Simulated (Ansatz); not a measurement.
C₆H₃FSi, SMILES `C#C[Si](F)(C#C)C#C`, charge 0, multiplicity 1.

(1) Give a relaxed structure at PBE0-D4/def2-TZVP (Ansatz). (Estimate.)

Results:

(1) Ansatz gave: 
Cartesian coordinates in Å:
```
C 0.901 -2.636 -0.693
C 0.317 -1.660 -0.293
Si -0.541 -0.181 0.298
F -1.875 -0.628 1.033
C 0.497 0.717 1.478
C 1.199 1.316 2.252
C -0.978 0.889 -1.094
C -1.254 1.603 -2.025
H 1.415 -3.501 -1.046
H 1.818 1.846 2.940
H -1.500 2.234 -2.849
```
Point group C3v.
This is one stationary point; other conformers may exist.
